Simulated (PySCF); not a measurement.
Job file and geometry (Å, from GFN2-xTB) of an NMR shielding run on `InChI=1S/C4H14FNSi3/c5-9-6(8-3-7)4-1-2-4/h4H,1-3,8-9H2,7H3`, PySCF, GIAO PBE0/pcSseg-1 NMR shielding, non-relativistic, gas phase; density fitting, a coarse starting grid and PySCF grid level 2 are the driver's defaults:

```
$ OMP_NUM_THREADS=1 python probes_run.py task.json out

{"job": {"kind": "nmr", "xc": "PBE0", "basis": "pcSseg-1"}, "charge": 0, "multiplicity": 1}
F     -0.025329    -2.895352     1.322032
Si    -0.968498    -1.615395     1.548994
N     -0.803239    -0.614681     0.158715
Si     0.386843    -0.963947    -1.079265
C      2.125898    -0.877786    -0.327466
Si     2.566545     0.745217     0.549823
C     -1.625675     0.554549     0.145420
C     -1.148561     1.870233    -0.385655
C     -2.217848     1.105052    -1.114350
H     -0.461737    -0.992167     2.765774
H     -2.318676    -2.150346     1.665340
H      0.268313    -0.002276    -2.178753
H      0.081179    -2.302003    -1.598102
H      2.229578    -1.696898     0.382954
H      2.851310    -1.068174    -1.117476
H      2.540967     1.859910    -0.406705
H      3.923016     0.649082     1.102905
H      1.629611     1.031246     1.639842
H     -2.259758     0.602757     1.024048
H     -0.165656     1.910484    -0.826545
H     -1.429042     2.769613     0.141729
H     -1.954014     0.627960    -2.043964
H     -3.229978     1.479908    -1.086278
```

Task: Write the output of this run.

Result: 
```
coarse grid: 20048 points
cycle   1  E = -1183.0421007657  dE =  8.765e-01  |g| = 7.079e-01  |ddm| = 4.318e+00
cycle   2  E = -1182.9723232931  dE =  6.978e-02  |g| = 9.625e-01  |ddm| = 1.296e+00
cycle   3  E = -1183.1403138350  dE = -1.680e-01  |g| = 7.343e-02  |ddm| = 7.881e-01
cycle   4  E = -1183.1410365801  dE = -7.227e-04  |g| = 3.365e-02  |ddm| = 8.114e-02
cycle   5  E = -1183.1412727876  dE = -2.362e-04  |g| = 6.586e-03  |ddm| = 3.226e-02
cycle   6  E = -1183.1412823897  dE = -9.602e-06  |g| = 1.743e-03  |ddm| = 8.575e-03
final grid: 178416 points
cycle   7  E = -1183.1964510527  dE = -6.454e-05  |g| = 8.500e-03  |ddm| = 4.306e-02
cycle   8  E = -1183.1964415137  dE =  9.539e-06  |g| = 1.043e-02  |ddm| = 1.748e-02
cycle   9  E = -1183.1964695397  dE = -2.803e-05  |g| = 5.484e-04  |ddm| = 9.805e-03
cycle  10  E = -1183.1964695857  dE = -4.596e-08  |g| = 2.784e-04  |ddm| = 7.782e-04
cycle  11  E = -1183.1964696017  dE = -1.597e-08  |g| = 7.991e-05  |ddm| = 2.890e-04
cycle  12  E = -1183.1964696028  dE = -1.173e-09  |g| = 2.604e-05  |ddm| = 9.514e-05
cycle  13  E = -1183.1964696030  dE = -1.528e-10  |g| = 4.603e-06  |ddm| = 2.695e-05
converged SCF energy = -1183.1964696030

GIAO shielding tensors (ppm)
atom      isotropic    diamagn.    paramagn.     s11        s22        s33       span
  0 F      372.777     470.709     -97.932    335.085    354.411    428.836     93.751
  1 Si     366.132     880.305    -514.173    332.711    364.675    401.010     68.299
  2 N      243.021     333.695     -90.674    205.094    241.391    282.577     77.484
  3 Si     392.619     882.793    -490.174    339.892    400.448    437.518     97.626
  4 C      193.854     260.200     -66.346    181.590    191.324    208.649     27.059
  5 Si     424.849     880.703    -455.854    401.606    408.149    464.793     63.187
  6 C      161.488     241.223     -79.735    118.843    156.715    208.907     90.064
  7 C      179.344     252.080     -72.736    150.978    174.381    212.674     61.697
  8 C      179.384     257.591     -78.208    150.266    175.227    212.658     62.392
  9 H       26.394      31.022      -4.628     22.992     24.668     31.523      8.531
 10 H       26.436      29.289      -2.852     22.429     24.377     32.503     10.074
 11 H       27.251      32.353      -5.102     22.953     28.277     30.523      7.570
 12 H       26.855      30.720      -3.865     22.735     24.877     32.953     10.218
 13 H       31.334      33.083      -1.749     26.108     29.846     38.048     11.940
 14 H       32.260      30.626       1.634     26.803     28.573     41.403     14.600
 15 H       27.763      30.141      -2.378     24.254     26.573     32.464      8.210
 16 H       27.608      29.039      -1.431     23.799     25.009     34.016     10.217
 17 H       27.676      31.665      -3.989     24.051     28.067     30.911      6.860
 18 H       29.998      31.330      -1.332     22.076     29.465     38.454     16.377
 19 H       31.211      33.402      -2.192     25.707     29.563     38.361     12.654
 20 H       31.144      31.052       0.092     25.160     26.802     41.469     16.309
 21 H       31.260      32.781      -1.521     24.989     30.905     37.886     12.898
 22 H       31.166      30.911       0.255     25.009     26.579     41.909     16.899
```

Task: Turn these shieldings into chemical shifts. Referencing at the same level of theory: CFCl3 for ¹⁹F (σ = 170.95 ppm); ²⁹Si (σ = 349.16 ppm) and ¹³C (σ = 186.93 ppm) and ¹H (σ = 31.72 ppm) vs TMS; ¹⁵N (σ = 267.73 ppm) vs NH3.

Result: Averaging equivalent atoms: F 0: -201.8; Si 1: -17.0; Si 3: -43.5; Si 5: -75.7; N 2: 24.7; C 6: 25.4; C 7/8: 7.6; C 4: -6.9; H 9/10: 5.30; H 11/12: 4.66; H 15/16/17: 4.03; H 18: 1.72; H 20/22: 0.56; H 19/21: 0.48; H 13/14: -0.08 ppm. Unscaled 19F shifts against computed CFCl3 carry errors that often reach 10 to 50 ppm. Experimental scales use liquid or dissolved standards, which lie at an offset from isolated NH3 (liquid NH3: subtract about 20 ppm).

Size and cost of the density-fitted run: 244 basis functions, 2.2 min wall time on 1 thread of an Arm Neoverse N1, shared host; peak memory 1.1 GiB.
